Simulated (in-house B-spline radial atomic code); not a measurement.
Values are calculated unless marked as measured or tabulated.
## Weak and strong correlation along the adiabatic connection

Two-electron singlets in several external potentials (atomic units), by full CI in B-splines with partial waves to l = 8 (correlation energies up to 0.6 % small). The repulsion is scaled by λ at fixed density; W(λ) is the mean repulsion less the Hartree energy, W(0) = E_x, and the area under W from 0 to 1 is E_xc.

Relative drop (W(λ) − E_x)/E_x:

```csv
system,λ = 0.12,λ = 0.25,λ = 0.4,λ = 0.6,λ = 0.8,λ = 1
"−Z/r, Z = 0.75, wall at 4 bohr",0.0213,0.0419,0.0628,0.0870,0.1077,0.1255
"ω²r²/2 − Z/r, ω = 1.66, Z = 2",0.0074,0.0151,0.0236,0.0344,0.0446,0.0542
"−Z exp(−kr)/r, Z = 1.69, k = 0.131",0.0139,0.0281,0.0431,0.0615,0.0781,0.0932
"−Z/r, Z = 1",0.0368,0.0698,0.1012,0.1348,0.1616,0.1835
"−Z exp(−kr)/r, Z = 8.94, k = 4.44",0.0027,0.0055,0.0087,0.0130,0.0171,0.0212
"−Z/r, Z = 0.75, wall at 6 bohr",0.0278,0.0538,0.0793,0.1077,0.1313,0.1510
"ω²r²/2 − Z/r, ω = 0.0446, Z = 0.3",0.0572,0.1025,0.1410,0.1782,0.2053,0.2259
```

Q: Order the systems by how far second-order (GL2) theory, half the initial slope (estimated from the first points of each curve), overshoots the correlation energy, least first.
A. ω²r²/2 − Z/r, ω = 1.66, Z = 2
B. −Z exp(−kr)/r, Z = 8.94, k = 4.44
C. −Z/r, Z = 0.75, wall at 6 bohr
D. ω²r²/2 − Z/r, ω = 0.0446, Z = 0.3
E. −Z/r, Z = 1
F. −Z exp(−kr)/r, Z = 1.69, k = 0.131
G. −Z/r, Z = 0.75, wall at 4 bohr

A: B (GL2/E_c = 1.04), A (GL2/E_c = 1.10), F (GL2/E_c = 1.19), G (GL2/E_c = 1.32), C (GL2/E_c = 1.42), E (GL2/E_c = 1.53), D (GL2/E_c = 1.90).

Q: What else changes along this order?

A: The ratio follows the bend of the curve. With it the leading natural occupation goes from 1.999 to 1.801 and −T_c/E_c from 0.97 to 0.54 between the first and the last.
